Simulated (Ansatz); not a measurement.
Task: Name a neutral molecule of C, N, Si and H with HOMO energy (B3LYP/def2-TZVPP) between -5.95 and -5.65 eV and LUMO energy (ωB97M-V/def2-TZVPP) between 2.05 and 2.35 eV (Ansatz, PBE0-D4/def2-TZVP geometry).

Result: `CN[Si](NC)(NC)NC` (-5.86 eV, 2.26 eV). Other molecules can fit too; these were computed, each in one conformer that needn't be the lowest.

B3LYP here is the variant with VWN-RPA as its local correlation; programs differ in this.
